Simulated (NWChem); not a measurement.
Isomers of C4H8O, each optimised at B3LYP/6-31G* with NWChem, gas phase unless a solvent is named. Flexible species stand in one conformer each, which need not be the lowest. Pople sets run with spherical d functions.

A: C[C@H]1CCO1
B: CC1(O)CC1
C: C=CCOC

Task: Rank them by SMD solvation free energy in toluene, B3LYP/6-31G* (kcal/mol), lowest first.

Result: B (-4.7), A (-3.8), C (-2.8)
